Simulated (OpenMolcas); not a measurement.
Sr II: CASPT2 settings compared

* Program: OpenMolcas
* Basis: ANO-RCC-VTZP [7s6p3d1f]
* Scalar Hamiltonian: DKH2, point nucleus
* Active space: 1 electron in 4 orbitals (5s 5p)
* State averaging: 2S+1 = 2 even, 1 root; 2S+1 = 2 odd, 3 roots
* Spin-orbit coupling: RASSI with atomic mean-field integrals over the reference wave functions, term energies averaged over their components

Methods on the same reference wave functions:
A. CASSCF
B. SS-CASPT2, IPEA 0.3 Eh, sigma1 regulariser 0.15 Eh (closed shells correlated: 4s 4p)
C. SS-CASPT2, IPEA 0.1 Eh, real shift 0.4 Eh (closed shells correlated: 4s 4p)

Energies in eV above 5s ²S_1/2, the measured ground level; measured values from NIST Handbook of Basic Atomic Spectroscopic Data.

| Level | A | B | C | Measured |
| --- | --- | --- | --- | --- |
| 5s ²S_1/2 | 0.0000 | 0.0000 | 0.0000 | 0.0000 |
| 5p ²P°_1/2 | 2.7095 | 2.934 | 2.939 | 2.9403 |
| 5p ²P°_3/2 | 2.7751 | 3.000 | 3.004 | 3.0397 |

Deviations, from unrounded energies. A percentage is the sum of absolute deviations over the sum of measured energies, with the sign that they share, or ± where signs differ.

```csv
Against measurement,Levels,A,B,C
mean absolute deviation (cm-1),2,2000,190,150
other configurations (%),2,-8.3,-0.8,-0.6
```

C lies closest to measurement on these levels and A furthest from it. The largest miss of C in the table is 5p ²P°_3/2, by -290 cm-1. The ranking rests on the paired levels alone, and a cruder setting can come out closer through cancelling errors.

Between B and C the level of the table that moves most is 5p ²P°_3/2, by 36 cm-1 (lowest in B, highest in C).

The lowest spin-free term lies below A's lowest term by 0.187 hartree in B, 0.186 hartree in C.

ANO sets are built for ground and valence states and can reach diffuse excited orbitals poorly. With one active electron the reference holds no correlation, so core polarisation is missing (holds for A). With one active electron, CASPT2 adds the correlation within the correlated inactive shells and between them and that electron, and leaves the splitting within a term as the reference gives it (holds for B; C). Computed and measured levels are paired by configuration, term and J; levels that our copy of the source lacks, or whose pairing is in doubt (as where it misses far off the trend of its configuration), stay unpaired and out of the deviations. Levels of configurations outside the active space are missing.

° marks odd parity.
